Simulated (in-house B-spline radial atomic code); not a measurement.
PBEsol excitations of Al+

Method: PBEsol. Computed with an all-electron radial atomic-structure program (B-spline basis): linear response of the closed shell [Ne] 3s2 with the functional's adiabatic kernel; non-relativistic, point nucleus, no spin-orbit coupling, no double excitations, S, P, D and F terms only.

Command:
```bash
python run_td.py task.json out
```
Settings (radii: box in bohr, nucleus in fm):
```
Z                        13
electrons                12
configuration            [Ne] 3s2
hamiltonian              nr
method                   pbesol
box_radius               41.61
intervals                54
```

Time taken, with all properties: 0.4 s on 1 thread of Arm Neoverse N1, with other jobs on the host.

The lowest states, in the order of their Tamm-Dancoff energies; the method's threshold (minus the highest occupied level) is 14.749 eV. Labels give the largest channel, * marks a mixed state, and oscillator strengths are full-response dipole values. Measured ¹D terms are left out, since they can mix with doubly excited terms. Semilocal kernels can invert the small singlet-triplet splittings of Rydberg terms. Energies in eV:

```tsv
state	full response	Tamm-Dancoff	oscillator strength	measured (J-weighted term)
3s → 3p 3P	?	?	-	?
3s → 3p 1P	7.366	7.702	1.75	7.421
3s → 4s 3S	10.763	10.771	-	11.317
3s → 3d 3D	10.806	10.867	-	11.847
3s → 4s 1S	11.223	11.236	-	11.822
3s → 3d 1D	11.503	11.509	-	-
3s → 4p 3P	?	?	-	?
3s → 4p 1P	12.328	12.363	0.00482	13.257
3s → 5s 3S	13.215	13.217	-	14.890
3s → 5s 1S	13.302	13.305	-	15.048
```

(1) Where does 3s → 4p 3P lie?

(2) Where does 3s → 3p 3P lie?

(3) How large is the singlet-triplet splitting of 3s → 3p (P terms) in Tamm-Dancoff?

(4) What polarisabilities and dispersion coefficient does the method give?

Answers

(1) At 12.074 eV in full response, 12.084 eV in Tamm-Dancoff; measured 13.075 eV.

(2) At 4.197 eV in full response, 4.415 eV in Tamm-Dancoff; measured 4.651 eV.

(3) 3.29 eV, from the unrounded values.

(4) Dipole 24.25 bohr³, quadrupole 130.5 bohr⁵, C6 123 hartree·bohr⁶ for two such species.
